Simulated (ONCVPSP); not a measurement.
Before and after: ONCV potential for phosphorus

phosphorus (P), optimised norm-conserving Vanderbilt (ONCV), made with ONCVPSP 4.0.1 (revPBE, scalar-relativistic). Core [Ne], reference 3s2 3p1.5 (charge +1.5). Waves: 3s: rc 1.65 bohr, ncon 5, nbas 9, qcut 3.4 1/bohr, 1 projector; 3p: rc 1.30 bohr, ncon 3, nbas 6, qcut 6 1/bohr, 3 projectors, debl 3.8 Ha; d scattering state at 0.05 Ha: rc 1.50 bohr, ncon 3, nbas 6, qcut 7.5 1/bohr, 2 projectors, debl 1.1 Ha. Local part: polynomial inside 0.90 bohr (lpopt 5, dvloc0 3 Ha). Core correction: polynomial model core, fcfact 0.75.

All-electron outer shells of the reference configuration (revPBE, scalar-relativistic, ld1.x):

```csv
shell,level (eV),outermost node (bohr),outermost maximum (bohr)
2s,-190.93,0.14,0.42
2p,-141.32,–,0.36
3s,-28.46,0.65,1.54
3p,-19.08,0.64,1.72
```

Change: functional PBEsol.

Cutoffs: the cutoffs (Ha) at which the residual kinetic energy of the hardest occupied pseudo-wave falls to 1 and 0.1 mHa per electron; they do not see the model core or the augmentation charge, which bear on the density cutoff. Errors are all-electron minus pseudo energies relative to the spin-unpolarised reference configuration.

Task: How do hardness, ghosts and transferability respond?

Result: The potential gets harder (45 Ha and 76 Ha → 53 Ha and 77 Ha); both files keep a bound ghost (p); the errors of the 4 common tests hardly move.

| quantity | base | changed |
| --- | --- | --- |
| cutoff, loose | 45 Ha | 53 Ha |
| cutoff, tight | 76 Ha | 77 Ha |
| loose cutoff by channel | s 45 Ha, p 5.3 Ha | s 53 Ha, p 5.3 Ha |
| bound ghosts | p | p |
| GHOST(+) flags under 300 eV | s at 12.6 eV | s at 13.3 eV |
| error for 3s2 3p3, meV [ΔE -18.01 → -18.00 eV] | +11 | +12 |
| error for 3s2 3p2, meV [ΔE -8.31 → -8.30 eV] | +3.0 | +3.2 |
| error for 3s2 3p1, meV [ΔE 10.82 → 10.81 eV] | +2.3 | +2.6 |
| error for 3s2 3p2.5, meV [ΔE -14.25 → -14.24 eV] | +7.5 | +8.0 |
| s: phases at 1.68 bohr within 0.05 rad from the reference energy up to (Ha; the scan ends near 5) | -0.0 | -0.0 |
| p: phases at 1.32 bohr within 0.05 rad from the reference energy up to (Ha; the scan ends near 5) | to the end of the scan | to the end of the scan |
| d: phases at 1.53 bohr within 0.05 rad from the reference energy up to (Ha; the scan ends near 5) | to the end of the scan | to the end of the scan |
| rms error of d²Exc/dni dnj with the model core, mHa | 0.15 | 0.21 |

 A true bound ghost makes a file unfit for plane-wave use even where its test errors are small: the radial tests pick states by their node count and pass the ghost by.
